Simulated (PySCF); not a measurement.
GeHCl, SMILES [Cl][GeH] (connectivity only; charge and spin as stated), neutral, multiplicity 1. Heavy atoms are numbered as in [GeH:1][Cl:3]. Hydrogens are named by the atom that carries them.

The structure is a stationary point at ωB97X-D3(BJ)/def2-TZVP.

These are PBE0/pcSseg-2 (PySCF) values and carry that method's errors.

GIAO shieldings, no solvent; atoms alike by connectivity are averaged. δ = σ(ref) − σ: ⁷³Ge against GeH4 (σ = 1662.5 ppm); ¹H against TMS (σ = 31.54 ppm); ³⁵Cl against HCl (σ = 943.3 ppm), references at their B3LYP-D3(BJ)/def2-TZVP geometries, non-relativistic (without spin–orbit terms, shifts of atoms bonded to Cl or Br come out too high).

Computed chemical shifts:
| nucleus | atoms | count | δ (ppm) |
|---|---|---|---|
| ⁷³Ge | Ge1 (GeH) | 1 | 1553.1 |
| ¹H | H on Ge1 | 1 | 10.96 |
| ³⁵Cl | Cl3 | 1 | 562.7 |
